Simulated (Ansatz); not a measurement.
Gas-phase electronic energies from Ansatz, PBE0-D4/def2-TZVP geometries. CBS: MP2 limit from def2 TZ/QZ plus the TZ coupled-cluster correction, frozen cores. This one scheme is used for every species. Functionals use def2-TZVPP. def2 core potentials past Kr. For In outer-core shells are correlated without core-valence functions, which leaves a few kJ/mol of doubt a bond. One conformer a species, not always the lowest.

Reaction (ligand exchange at the In–N bond): `CC(C)[NH][In]([Cl])[Cl]` + CH₃OH → `C[O][In]([Cl])[Cl]` + `CC(C)N`

| species | r2SCAN0 energy (Eh) |
| --- | --- |
| `CC(C)[NH][In]([Cl])[Cl]` | -1284.48431 |
| CH₃OH | -115.69141 |
| `C[O][In]([Cl])[Cl]` | -1225.74390 |
| `CC(C)N` | -174.43393 |

(1) Work out ΔE.

Largest T1 diagnostic among the species: 0.015.

## Answers

(1) ΔE = (-1225.74390) + (-174.43393) − (-1284.48431) − (-115.69141) = -0.00211 Eh = -0.06 eV. CCSD(T)/CBS gives 0.00 eV.

The D4 term adds +0.09 eV with B3LYP and +0.06 eV with PBE0; it sums over pairs of atoms, weighted by their polarisabilities, and B3LYP, whose exchange is more repulsive, gets the larger term. Leaving LDA and LC-ωPBE aside and taking each functional with its dispersion term where it has one, the values, not all of them listed here, spread over 0.10 eV, from B97M-V to PBE0-D4. LDA lies +0.11 eV from PBE without D4. At CCSD(T), def2-SVP lies −0.04 eV from the extrapolated value and def2-TZVPP −0.00 eV.

B3LYP here is the variant with VWN-RPA as its local correlation; programs differ in this.
